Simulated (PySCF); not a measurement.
In(F)(Me)(vinyl) (C₃H₆FIn), SMILES C=[CH][In]([CH3])[F].

The structure is a stationary point at B3LYP-D3(BJ)/def2-SVP. The structure was generated by enumeration; whether it is a known compound was not checked. The def2 effective core potentials stand for the cores of In; spin–orbit coupling is left out. Other conformers were not sampled.

Calculation: PySCF 2.14.0 with TDDFT-M06-2X/def2-SVPD.

Vertical excitations. Isolated molecule, no solvent.

Q: List the lowest excited states. (The exact figures need the calculation; the answer reports its results.)

A: 
```
state  energy (eV)  λ (nm)      f                                             main pairs
-----  -----------  ------  -----  -----------------------------------------------------
S1            4.90     253  0.000                                         HOMO→LUMO 95 %
S2            6.22     199  0.073                                       HOMO−1→LUMO 88 %
S3            6.25     199  0.017                     HOMO→LUMO+3 53 %, HOMO−2→LUMO 28 %
S4            6.33     196  0.433                                       HOMO→LUMO+1 84 %
S5            6.61     188  0.008                   HOMO−1→LUMO+1 74 %, HOMO−2→LUMO 13 %
S6            6.92     179  0.033  HOMO−2→LUMO 54 %, HOMO→LUMO+3 26 %, HOMO−1→LUMO+1 9 %
S7            7.13     174  0.009                                       HOMO→LUMO+2 85 %
S8            7.50     165  0.128                   HOMO−2→LUMO+1 67 %, HOMO−3→LUMO 12 %
S9            7.60     163  0.000                                       HOMO−4→LUMO 93 %
S10           7.75     160  0.012                                     HOMO−1→LUMO+2 89 %
T1            4.45     279      0                   HOMO−1→LUMO 64 %, HOMO−1→LUMO+3 29 %
T2            4.56     272      0                                         HOMO→LUMO 91 %
T3            5.23     237      0                     HOMO→LUMO+1 73 %, HOMO→LUMO+4 12 %
T4            5.83     213      0                     HOMO−2→LUMO 49 %, HOMO→LUMO+3 37 %
```
Triplets are in the Tamm–Dancoff approximation, which puts them higher than full response would, so one can lie above its singlet here.
